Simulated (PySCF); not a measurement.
HI, charge +1, doublet, at a GFN2-xTB geometry (a state made from the parent by changing its charge; the spin is typed, not shown lowest) (core potentials on I); BLYP/def2-SVP in PySCF.

PySCF was given this input:
```python
from pyscf import gto, scf, dft

mol = gto.Mole()
mol.atom = '''
    I    -0.00000000   -0.00000000   -0.03003641
    H     0.00000000    0.00000000    1.59192986
'''
mol.basis = 'def2-svp'
mol.ecp = {'I': 'def2-svp'}
mol.charge = 1
mol.spin = 1
mol.verbose = 4
mol.build()

mf = dft.UKS(mol)
mf.xc = 'blyp'
mf.conv_tol_grad = 1e-7
mf.kernel()
```

The log (banner, timings and long lists left out):

```
PySCF version 2.14.0

[INPUT] verbose = 4
[INPUT] num. atoms = 2
[INPUT] num. electrons = 25
[INPUT] charge = 1
[INPUT] spin (= nelec alpha-beta = 2S) = 1
[INPUT] symmetry False subgroup None
[INPUT] Mole.unit = angstrom
[INPUT] Symbol           X                Y                Z      unit          X                Y                Z       unit  Magmom
[INPUT]  1 I      0.000000000000   0.000000000000  -0.030036410000 AA    0.000000000000   0.000000000000  -0.056760588665 Bohr   0.0
[INPUT]  2 H      0.000000000000   0.000000000000   1.591929860000 AA    0.000000000000   0.000000000000   3.008311444917 Bohr   0.0

nuclear repulsion = 8.15641515960748
number of shells = 13
number of NR pGTOs = 68
number of NR cGTOs = 31
basis = def2-svp
ecp = {'I': 'def2-svp'}

******** <class 'pyscf.dft.uks.UKS'> ********
method = UKS
initial guess = minao
damping factor = 0
level_shift factor = 0
DIIS = <class 'pyscf.scf.diis.CDIIS'>
diis_start_cycle = 1
diis_space = 8
diis_damp = 0
SCF conv_tol = 1e-09
SCF conv_tol_grad = 1e-07
SCF max_cycles = 50
direct_scf = True
direct_scf_tol = 1e-13
number electrons alpha = 13  beta = 12
XC library pyscf.dft.libxc version 7.1.2
    S. Lehtola, C. Steigemann, M. J. T. Oliveira, and M. A. L. Marques,  SoftwareX 7, 1–5 (2018)
XC functionals = blyp
    A. D. Becke,  Phys. Rev. A 38, 3098 (1988)
    C. Lee, W. Yang, and R. G. Parr,  Phys. Rev. B 37, 785 (1988)
    B. Miehlich, A. Savin, H. Stoll, and H. Preuss,  Chem. Phys. Lett. 157, 200 (1989)
radial grids:
    Treutler-Ahlrichs [JCP 102, 346 (1995); DOI:10.1063/1.469408] (M4) radial grids

becke partition: Becke, JCP 88, 2547 (1988); DOI:10.1063/1.454033
pruning grids: <function nwchem_prune>
grids dens level: 3
symmetrized grids: False
atomic radii adjust function: <function treutler_atomic_radii_adjust>
small_rho_cutoff = 0
tot grids = 31768
init E= -267.337550473252

cycle= 1 E= -296.683524901987  delta_E= -29.3  |g|= 2.05  |ddm|=  5.9
cycle= 2 E= -297.00134569986  delta_E= -0.318  |g|= 1.47  |ddm|= 4.92
cycle= 3 E= -297.795439364234  delta_E= -0.794  |g|= 0.268  |ddm|= 2.62
cycle= 4 E= -297.826347454859  delta_E= -0.0309  |g|= 0.181  |ddm|= 1.36
cycle= 5 E= -297.853847300158  delta_E= -0.0275  |g|= 0.037  |ddm|=  1.2
cycle= 6 E= -297.852671528092  delta_E= 0.00118  |g|= 0.0518  |ddm|= 1.18

cycle= 7 E= -297.853795384911  delta_E= -0.00112  |g|= 0.0371  |ddm|= 0.0296
cycle= 8 E= -297.853521767532  delta_E= 0.000274  |g|= 0.0411  |ddm|= 1.18

cycle= 9 E= -297.853845980001  delta_E= -0.000324  |g|= 0.0363  |ddm|= 0.00951
cycle= 10 E= -297.852644091144  delta_E= 0.0012  |g|= 0.052  |ddm|= 1.18
cycle= 11 E= -297.85268981061  delta_E= -4.57e-05  |g|= 0.0515  |ddm|= 0.00101
cycle= 12 E= -297.853032452655  delta_E= -0.000343  |g|= 0.0475  |ddm|= 0.00825
cycle= 13 E= -297.853309253523  delta_E= -0.000277  |g|= 0.044  |ddm|= 0.0123
cycle= 14 E= -297.853629635921  delta_E= -0.00032  |g|= 0.0396  |ddm|= 1.18
cycle= 15 E= -297.853618190351  delta_E= 1.14e-05  |g|= 0.0397  |ddm|= 0.00408
cycle= 16 E= -297.853691309841  delta_E= -7.31e-05  |g|= 0.0386  |ddm|= 0.00245
cycle= 17 E= -297.853108433689  delta_E= 0.000583  |g|= 0.0466  |ddm|= 0.0155
cycle= 18 E= -297.853144357923  delta_E= -3.59e-05  |g|= 0.0461  |ddm|= 1.18
cycle= 19 E= -297.852746282541  delta_E= 0.000398  |g|= 0.0509  |ddm|= 0.00938

cycle= 20 E= -297.846902932126  delta_E= 0.00584  |g|= 0.0965  |ddm|= 0.0898
cycle= 21 E= -297.850861124161  delta_E= -0.00396  |g|= 0.069  |ddm|= 0.0542
cycle= 22 E= -297.85129917182  delta_E= -0.000438  |g|= 0.0652  |ddm|= 0.00933
cycle= 23 E= -297.850870854435  delta_E= 0.000428  |g|= 0.0689  |ddm|= 0.00892
cycle= 24 E= -297.853415401342  delta_E= -0.00254  |g|= 0.0426  |ddm|= 0.0525
cycle= 25 E= -297.852230212211  delta_E= 0.00119  |g|= 0.0564  |ddm|= 1.18
cycle= 26 E= -297.852129473843  delta_E= 0.000101  |g|= 0.0574  |ddm|= 0.00202

cycle= 27 E= -297.853827964688  delta_E= -0.0017  |g|= 0.0365  |ddm|= 1.18
cycle= 28 E= -297.852029811736  delta_E= 0.0018  |g|= 0.0584  |ddm|= 1.18
cycle= 29 E= -297.852748519263  delta_E= -0.000719  |g|= 0.0508  |ddm|= 1.18

cycle= 30 E= -297.854036275717  delta_E= -0.00129  |g|= 0.0331  |ddm|=  1.1

cycle= 31 E= -297.846318984396  delta_E= 0.00772  |g|=  0.1  |ddm|= 0.435

cycle= 32 E= -297.853830107281  delta_E= -0.00751  |g|= 0.0365  |ddm|= 1.18

cycle= 33 E= -297.853827638171  delta_E= 2.47e-06  |g|= 0.0366  |ddm|= 0.211
cycle= 34 E= -297.853610680367  delta_E= 0.000217  |g|= 0.0398  |ddm|= 0.142
cycle= 35 E= -297.853608071241  delta_E= 2.61e-06  |g|= 0.0399  |ddm|= 0.34
cycle= 36 E= -297.853553667046  delta_E= 5.44e-05  |g|= 0.0407  |ddm|= 0.226
cycle= 37 E= -297.852426144633  delta_E= 0.00113  |g|= 0.0544  |ddm|= 0.923
cycle= 38 E= -297.852946551518  delta_E= -0.00052  |g|= 0.0485  |ddm|= 1.14
cycle= 39 E= -297.851250680073  delta_E= 0.0017  |g|= 0.0657  |ddm|= 0.351
cycle= 40 E= -297.851738684148  delta_E= -0.000488  |g|= 0.0612  |ddm|= 0.0431
cycle= 41 E= -297.852176671772  delta_E= -0.000438  |g|= 0.057  |ddm|= 0.227
cycle= 42 E= -297.853301773253  delta_E= -0.00113  |g|= 0.0441  |ddm|= 0.0428
cycle= 43 E= -297.853094022154  delta_E= 0.000208  |g|= 0.0467  |ddm|= 1.16
cycle= 44 E= -297.853127238037  delta_E= -3.32e-05  |g|= 0.0463  |ddm|= 0.0385
cycle= 45 E= -297.852951950932  delta_E= 0.000175  |g|= 0.0485  |ddm|= 0.0825
cycle= 46 E= -297.852891345424  delta_E= 6.06e-05  |g|= 0.0492  |ddm|= 0.173
cycle= 47 E= -297.852841934442  delta_E= 4.94e-05  |g|= 0.0498  |ddm|= 0.00367
cycle= 48 E= -297.852357139758  delta_E= 0.000485  |g|= 0.0551  |ddm|= 0.0176
cycle= 49 E= -297.852826652391  delta_E= -0.00047  |g|= 0.0499  |ddm|= 0.0108
cycle= 50 E= -297.852551146738  delta_E= 0.000276  |g|= 0.053  |ddm|= 1.18
SCF not converged.
SCF energy = -297.852551146738 after 50 cycles  <S^2> = 0.75119389  2S+1 = 2.0011935
```

The run did not converge; its last values are not results.
